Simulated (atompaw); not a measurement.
## How hard is this hafnium (Hf) PAW (atompaw) potential?

| Quantity | Value |
| --- | --- |
| Element | Hf (Z = 72) |
| Generator | atompaw 4.2.0.5 |
| Type | PAW |
| Functional | PBE |
| Relativity | scalar-relativistic |
| Frozen core | [Kr] 4d10 4f14 |
| Valence charge | 12 |
| Reference configuration | 5s2 5p6 5d2 6s2 6p0 |
| Partial waves | 5s (bound): rc 1.30 bohr; 6s (bound): rc 1.75 bohr; 5p (bound): rc 2.05 bohr; 6p (bound, empty): rc 3.00 bohr; 5d (bound): rc 3.00 bohr; 5d channel at 0.4 Ry: rc 3.00 bohr |
| Local potential | bessel scheme, radius 2.94 bohr |
| Core correction | smooth core density matched at 2.30 bohr |
| Augmentation charge | sinc compensation charge, radius 2.95 bohr; PAW radius 3.00 bohr; waves and projectors: modrrkj vanderbiltortho |

The pseudo-atom Hamiltonian at the reference potential is diagonalised in spherical Bessel functions j_l(qr) that vanish at 20 bohr, with q² up to the cutoff. All-electron valence levels (Ry): 5s -4.9256, 6s -0.3755, 5p -2.6146, 6p -0.1026, 5d -0.1976.

**Question.** How do the lowest levels (Ry) of each channel move with the cutoff, and are there ghosts?

**Answer.**

| cutoff (Ry) | s #1 | s #2 | s #3 | p #1 | p #2 | d #1 | f #1 | Σ f·Δε (mRy) |
| --- | --- | --- | --- | --- | --- | --- | --- | --- |
| 8 | -4.8378 | -0.3483 | 0.0006 | -2.3827 | -0.0967 | -0.1956 | 0.1026 | 1625.6 |
| 15 | -4.9085 | -0.3749 | -0.0024 | -2.6122 | -0.1025 | -0.1974 | 0.1026 | 50.6 |
| 21 | -4.9159 | -0.3754 | -0.0025 | -2.6133 | -0.1026 | -0.1976 | 0.1026 | 27.7 |
| 35 | -4.9249 | -0.3755 | -0.0025 | -2.6145 | -0.1026 | -0.1976 | 0.1026 | 2.0 |
| 45 | -4.9250 | -0.3755 | -0.0025 | -2.6146 | -0.1026 | -0.1976 | 0.1026 | 1.5 |
| 60 | -4.9255 | -0.3755 | -0.0025 | -2.6146 | -0.1026 | -0.1976 | 0.1026 | 0.4 |
| 400 | -4.9256 | -0.3755 | -0.0025 | -2.6146 | -0.1026 | -0.1976 | 0.1026 | 0.0 |

Result: no extra level below or beside the all-electron valence levels (s, p, d, f tested); 10 mRy is reached at 30 Ry and 1 mRy at 50 Ry.
